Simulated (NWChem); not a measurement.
System: C$_{3}$H$_{2}$FN; SMILES N#C/C=C/F

The following NWChem deck was run.

```
start job
memory heap 200 mb stack 900 mb global 1100 mb
geometry units angstroms noautosym nocenter noautoz
  N     -0.227988    -2.531003     0.000000
  C      0.095656    -1.417104     0.000000
  C      0.511352    -0.057349     0.000000
  C     -0.377913     0.941797     0.000000
  F      0.002420     2.199828     0.000000
  H      1.582915     0.162663     0.000000
  H     -1.464463     0.810420     0.000000
end
basis spherical
  * library def2-svp
end
dft
  xc b3lyp
  iterations 150
end
cosmo
  dielec 20.7
end
task dft energy
```

NWChem printed, in part:

```
             Northwest Computational Chemistry Package (NWChem) 7.3.0
             --------------------------------------------------------

                             Geometry "geometry" -> ""
                             -------------------------

 Output coordinates in angstroms (scale by  1.889725989 to convert to a.u.)

  No.       Tag          Charge          X              Y              Z
 ---- ---------------- ---------- -------------- -------------- --------------
    1 N                    7.0000    -0.22798800    -2.53100300     0.00000000
    2 C                    6.0000     0.09565600    -1.41710400     0.00000000
    3 C                    6.0000     0.51135200    -0.05734900     0.00000000
    4 C                    6.0000    -0.37791300     0.94179700     0.00000000
    5 F                    9.0000     0.00242000     2.19982800     0.00000000
    6 H                    1.0000     1.58291500     0.16266300     0.00000000
    7 H                    1.0000    -1.46446300     0.81042000     0.00000000

 Effective nuclear repulsion energy (a.u.)     136.7160992066

                                 NWChem DFT Module
                                 -----------------

 Summary of "ao basis" -> "ao basis" (spherical)
 ------------------------------------------------------------------------------
       Tag                 Description            Shells   Functions and Types
 ---------------- ------------------------------  ------  ---------------------
 N                          def2-svp                 6       14   3s2p1d
 C                          def2-svp                 6       14   3s2p1d
 F                          def2-svp                 6       14   3s2p1d
 H                          def2-svp                 3        5   2s1p

 in cosmo_initialize ...

 solvent parameters
 solvname_short: unkn
 solvname_long:  unknown
 dielec:       20.7000

          ---------------
          -cosmo- solvent
          ---------------
 Cosmo: York-Karplus, doi: 10.1021/jp992097l
 dielectric constant -eps-     =  20.70
 screen = (eps-1)/(eps    )    =   0.95169
 surface charge correction     = lagrangian

   van der Waals surface
 --------------------------

 ---------- ATOMIC COORDINATES (A.U.) ------------ VDWR(ANG.) --
     1   -0.43083485   -4.78290215    0.00000000     1.830
     2    0.18076363   -2.67793826    0.00000000     2.000
     3    0.96631516   -0.10837390    0.00000000     2.000
     4   -0.71415202    1.77973827    0.00000000     2.000
     5    0.00457314    4.15707214    0.00000000     1.720
     6    2.99127561    0.30738850    0.00000000     1.300
     7   -2.76743379    1.53147174    0.00000000     1.300
 number of segments per atom =         32
 number of   points per atom =         32
 atom (   nspa,  nppa )
 ----------------------
    1 (     22,     0 )       0
    2 (     18,     0 )       0
    3 (     14,     0 )       0
    4 (     16,     0 )       0
    5 (     22,     0 )       0
    6 (     14,     0 )       0
    7 (     16,     0 )       0
 number of -cosmo- surface points =      122
 molecular surface =    108.500 angstrom**2
 molecular volume  =     85.384 angstrom**3
 G(cav/disp)       =      1.403 kcal/mol
 -lineq- algorithm             =   0
 -bem- low  level              =   2
 -bem- from -octahedral-
 gaussian surface charge width =   4.50000
 degree of switching           =   1.00000
 switching function tolerance  =   0.00010
 atomic radii =
 --------------
    1  7.000  1.830
    2  6.000  2.000
    3  6.000  2.000
    4  6.000  2.000
    5  9.000  1.720
    6  1.000  1.300
    7  1.000  1.300
 ...... end of -cosmo- initialization ......

            General Information
            -------------------
          SCF calculation type: DFT
          Wavefunction type:  closed shell.
          No. of atoms     :     7
          No. of electrons :    36
           Alpha electrons :    18
            Beta electrons :    18
          Charge           :     0
          Spin multiplicity:     1
          Use of symmetry is: off; symmetry adaption is: off
          Maximum number of iterations: 150
          AO basis - number of functions:    80
                     number of shells:    36
          Convergence on energy requested:  1.00D-06
          Convergence on density requested:  1.00D-05
          Convergence on gradient requested:  5.00D-04

              XC Information
              --------------
                         B3LYP Method XC Potential
                     Hartree-Fock (Exact) Exchange  0.200
                        Slater Exchange Functional  0.800 local
                    Becke 1988 Exchange Functional  0.720 non-local
              Lee-Yang-Parr Correlation Functional  0.810
                  VWN I RPA Correlation Functional  0.190 local

             Grid Information
             ----------------
          Grid used for XC integration:  medium
          Radial quadrature: Mura-Knowles
          Angular quadrature: Lebedev.
          Tag              B.-S. Rad. Rad. Pts. Rad. Cut. Ang. Pts.
          ---              ---------- --------- --------- ---------
          N                   0.65       49          10.0       434
          C                   0.70       49           9.0       434
          F                   0.50       49          11.0       434
          H                   0.35       45           9.0       434
          Grid pruning is: on
          Number of quadrature shells:   335
          Spatial weights used:  Erf1

      Superposition of Atomic Density Guess
      -------------------------------------

 Sum of atomic energies:        -267.40968257

      Non-variational initial energy
      ------------------------------

 Total energy =    -269.686225
 1-e energy   =    -635.847207
 2-e energy   =     229.444883
 HOMO         =      -0.301745
 LUMO         =      -0.012492

   convergence    iter        energy       DeltaE   RMS-Dens  Diis-err
 ---------------- ----- ----------------- --------- --------- ---------
     COSMO gas phase
 d= 0,ls=0.0,diis     1   -269.7243934815 -4.06D+02  2.33D-02  1.01D+00
 d= 0,ls=0.0,diis     2   -269.3384806469  3.86D-01  1.61D-02  4.16D+00
 d= 0,ls=0.0,diis     3   -269.8501494572 -5.12D-01  3.09D-03  1.06D-01
 d= 0,ls=0.0,diis     4   -269.8575357462 -7.39D-03  1.53D-03  3.81D-02
 d= 0,ls=0.0,diis     5   -269.8613094294 -3.77D-03  4.79D-04  2.10D-03
  Resetting Diis
 d= 0,ls=0.0,diis     6   -269.8615535711 -2.44D-04  1.81D-04  2.45D-04
 d= 0,ls=0.0,diis     7   -269.8615812641 -2.77D-05  1.03D-04  1.53D-05
 d= 0,ls=0.0,diis     8   -269.8615785693  2.69D-06  6.62D-05  3.95D-05
 d= 0,ls=0.0,diis     9   -269.8615828287 -4.26D-06  7.24D-06  4.93D-07
 d= 0,ls=0.0,diis    10   -269.8615828976 -6.89D-08  1.48D-06  2.22D-08

   convergence    iter        energy       DeltaE   RMS-Dens  Diis-err
 ---------------- ----- ----------------- --------- --------- ---------
     COSMO solvation phase
 d= 0,ls=0.0,diis     1   -269.8692475492 -7.66D-03  2.26D-03  4.41D-03
 d= 0,ls=0.0,diis     2   -269.8688656637  3.82D-04  7.50D-04  1.80D-02
 d= 0,ls=0.0,diis     3   -269.8708594930 -1.99D-03  2.70D-04  1.81D-04
 d= 0,ls=0.0,diis     4   -269.8708638474 -4.35D-06  1.13D-04  1.50D-04
 d= 0,ls=0.0,diis     5   -269.8708828519 -1.90D-05  2.48D-05  6.13D-06
 d= 0,ls=0.0,diis     6   -269.8708835784 -7.27D-07  7.09D-06  4.62D-07

         Total DFT energy =     -269.870883578426
      One electron energy =     -637.933550733425
           Coulomb energy =      265.861746931097
    Exchange-Corr. energy =      -34.271527951365
 Nuclear repulsion energy =      136.716099206624

             COSMO energy =       -0.243651031356

 Numeric. integr. density =       35.999999183122

                                   COSMO solvation results
                                   -----------------------

                 gas phase energy =      -269.861582897595
                 sol phase energy =      -269.870883578426
 (electrostatic) solvation energy =         0.009300680831 (    5.84 kcal/mol)

                       DFT Final Molecular Orbital Analysis
                       ------------------------------------

 Vector   16  Occ=2.000000D+00  E=-3.828985D-01
              MO Center= -2.7D-01, -2.6D+00,  2.6D-10, r^2= 1.1D+00
   Bfn.  Coefficient  Atom+Function         Bfn.  Coefficient  Atom+Function
  ----- ------------  ---------------      ----- ------------  ---------------
     5      0.469723  1 N  py                 3      0.370857  1 N  s
     2      0.302946  1 N  s                  8     -0.264443  1 N  py
    19      0.246219  2 C  py                16     -0.171788  2 C  s
     1      0.147116  1 N  s                  4      0.140952  1 N  px
    33     -0.109792  3 C  py                15      0.080885  2 C  s

 Vector   17  Occ=2.000000D+00  E=-3.521301D-01
              MO Center= -4.0D-03, -1.7D+00, -1.7D-10, r^2= 1.9D+00
   Bfn.  Coefficient  Atom+Function         Bfn.  Coefficient  Atom+Function
  ----- ------------  ---------------      ----- ------------  ---------------
     4      0.420313  1 N  px                18     -0.370621  2 C  px
     7     -0.249426  1 N  px                21     -0.207320  2 C  px
    71      0.148182  6 H  s                 32      0.138583  3 C  px
     5     -0.129201  1 N  py                46     -0.096444  4 C  px
    19      0.095551  2 C  py                35      0.090628  3 C  px

 Vector   18  Occ=2.000000D+00  E=-2.842857D-01
              MO Center=  3.6D-02, -1.9D-01,  2.9D-09, r^2= 3.2D+00
   Bfn.  Coefficient  Atom+Function         Bfn.  Coefficient  Atom+Function
  ----- ------------  ---------------      ----- ------------  ---------------
    34      0.373502  3 C  pz                48      0.337820  4 C  pz
     6      0.304607  1 N  pz                37      0.274152  3 C  pz
    62      0.249786  5 F  pz                 9     -0.210633  1 N  pz
    65     -0.194700  5 F  pz                51      0.178143  4 C  pz
    20     -0.125064  2 C  pz                23     -0.088847  2 C  pz

 Vector   19  Occ=0.000000D+00  E=-5.242859D-02
              MO Center= -1.0D-01, -8.3D-02, -2.5D-09, r^2= 3.2D+00
   Bfn.  Coefficient  Atom+Function         Bfn.  Coefficient  Atom+Function
  ----- ------------  ---------------      ----- ------------  ---------------
    51      0.510136  4 C  pz                48      0.485089  4 C  pz
    37     -0.377640  3 C  pz                 9      0.296308  1 N  pz
     6     -0.282640  1 N  pz                34     -0.280654  3 C  pz
    20     -0.220813  2 C  pz                62      0.199815  5 F  pz
    65     -0.191221  5 F  pz                23     -0.184534  2 C  pz

 Vector   20  Occ=0.000000D+00  E= 1.202626D-02
              MO Center=  1.1D-01, -1.4D+00, -3.5D-10, r^2= 2.8D+00
   Bfn.  Coefficient  Atom+Function         Bfn.  Coefficient  Atom+Function
  ----- ------------  ---------------      ----- ------------  ---------------
    72      0.548218  6 H  s                  7      0.490706  1 N  px
    45     -0.465002  4 C  s                 18     -0.427397  2 C  px
    21     -0.411399  2 C  px                 4     -0.406272  1 N  px
    31     -0.321279  3 C  s                 22      0.283439  2 C  py
    35     -0.246922  3 C  px                36      0.244433  3 C  py

 Vector   21  Occ=0.000000D+00  E= 8.765543D-02
              MO Center= -9.3D-01,  5.6D-01, -7.1D-09, r^2= 4.3D+00
   Bfn.  Coefficient  Atom+Function         Bfn.  Coefficient  Atom+Function
  ----- ------------  ---------------      ----- ------------  ---------------
    77      1.731871  7 H  s                 45     -1.172708  4 C  s
    31      1.056548  3 C  s                 72     -0.834161  6 H  s
    49      0.708435  4 C  px                 3     -0.579016  1 N  s
    22     -0.464612  2 C  py                50      0.442836  4 C  py
    17      0.348266  2 C  s                 46      0.292254  4 C  px

     Multipole analysis of the density
     ---------------------------------

     L   x y z        total         alpha         beta         nuclear
     -   - - -        -----         -----         ----         -------
     0   0 0 0     -0.000000    -18.000000    -18.000000     36.000000

     1   1 0 0      0.085882      0.119582      0.119582     -0.153283
     1   0 1 0      1.480254      0.873751      0.873751     -0.267249
     1   0 0 1     -0.000000     -0.000000     -0.000000      0.000000

     2   2 0 0    -17.617069    -22.190864    -22.190864     26.764660
     2   1 1 0     -1.968410     -1.043213     -1.043213      0.118016
     2   1 0 1      0.000000      0.000000      0.000000      0.000000
     2   0 2 0    -30.691941   -205.449772   -205.449772    380.207602
     2   0 1 1     -0.000000     -0.000000     -0.000000      0.000000
     2   0 0 2    -20.716452    -10.358226    -10.358226      0.000000
```

Level: B3LYP/def2-SVP, COSMO on the gas-phase geometry. The geometry was optimised at PBE0/def2-SVP. COSMO prints the solvation energy as gas minus solution, so a positive value is a stabilisation.
